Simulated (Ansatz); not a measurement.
Scan of the F1–Ge2–S3–H4 dihedral angle

GeHSF (SMILES [F][Ge][SH]), closed shell, at its PBE0-D4/def2-TZVP minimum:

```xyz
4
angstrom
F -1.9109 0.4714 0.5746
Ge -0.3041 -0.0642 1.0419
S 0.5315 -0.0274 -1.0308
H 1.7390 -0.4401 -0.6060
```

The dihedral angle F1–Ge2–S3–H4 (-180.0° at the minimum) is set to the values below, the two halves turning rigidly about the central bond. Each method's energies count from its own value at the PBE0-D4 minimum structure. Ansatz 0.2.0; basis: def2-TZVPP; cores frozen in the correlated methods. Filled d shells of the heavier atoms are correlated. The def2 sets are not built for correlating such inner shells, so the correlated values are less sure here. B3LYP uses VWN-RPA correlation.

CCSD(T) energies along the scan:
| dihedral angle (°) | CCSD(T) (kJ/mol) |
| --- | --- |
| -168.0 | 1.74 |
| -128.0 | 26.48 |
| -88.0 | 44.17 |
| -48.0 | 24.07 |
| -8.0 | 3.18 |
| 32.0 | 13.13 |
| 72.0 | 39.60 |
| 112.0 | 37.56 |
| 152.0 | 9.04 |
They count from the CCSD(T) energy at the PBE0-D4 minimum.

Largest difference from the CCSD(T) curve over the scan: PBE-D4 1.92; PBE0-D4 0.40; B3LYP-D4 1.51; wB97M-V 2.01 kJ/mol. Each curve counts from its own value at the minimum.

The T1 diagnostic stays at or below 0.015.

For scale, one of the runs: CCSD(T)/def2-TZVPP, 135 basis functions (an equivalent command: `ansatz run in.yaml --threads 2`). The run took 7.5 s on 2 CPU threads (shared host), with 0.75 GiB of host memory at its peak.
